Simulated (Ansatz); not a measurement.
Input for Ansatz (a quantum-chemistry and plane-wave program): R-BHLYP/def2-TZVPP on Si2H6 (SMILES [SiH3][SiH3]).

Ansatz 0.2 input:
```yaml
crystal:
  periodic: [false, false, false]
  atoms:
    - {symbol: Si, position_ang: [0.00000306, 0.00000000, 1.17827271]}
    - {symbol: Si, position_ang: [0.00000306, -0.00000000, -1.17827271]}
    - {symbol: H, position_ang: [1.38918044, -0.00000000, 1.69732509]}
    - {symbol: H, position_ang: [-0.69459175, 1.20306620, 1.69730898]}
    - {symbol: H, position_ang: [-0.69459175, -1.20306620, 1.69730898]}
    - {symbol: H, position_ang: [1.38918044, 0.00000000, -1.69732509]}
    - {symbol: H, position_ang: [-0.69459175, 1.20306620, -1.69730898]}
    - {symbol: H, position_ang: [-0.69459175, -1.20306620, -1.69730898]}
basis:
  gaussian:
    orbitals: def2-TZVPP
hamiltonian:
  xc: {name: BHLYP}
scf: {lower_state_search: off}
```

Output:

```
WARN ansatz: RAYON_NUM_THREADS=4 ignored (pool sized by the plan → 4); use --threads N
Functional definition: BHLYP
these checks for a lower state are left out or cut short: stability, starts, cluster_reference, orbital_swaps, neighbouring_geometries, increment
integrals: 0.07 GiB planned
974 factors; their error is unknown
mean field: 0.66 GiB planned
mean field evaluation 1: about -15852.6225 eV, gradient 9.1e0 eV
mean field evaluation 2: about -15852.9296 eV, gradient 2.9e0 eV
mean field evaluation 4: about -15852.9521 eV, gradient 1.7e-1 eV
mean field evaluation 8: about -15853.0467 eV, gradient 2.7e-2 eV
mean field evaluation 16: about -15853.0467 eV, gradient 1.1e-6 eV
mean field -15853.04668993 eV, -582.5887202740 hartree, gradient 1.1e-6 eV, S^2 0.000000; 0 other end points of the search recorded, 0 dependent functions left out
reference -15853.04687265 eV, -582.5887269886 hartree; 17, 17 occupied and 151, 151 virtual orbitals, 974 factors
Total energy: -15853.04687265 eV, -582.5887269886 hartree
Checks for a lower state left out: stability, starts, cluster_reference, orbital_swaps, neighbouring_geometries, increment
```

The calculation finished and met its thresholds.

Cost: very roughly 1.4 core-seconds.
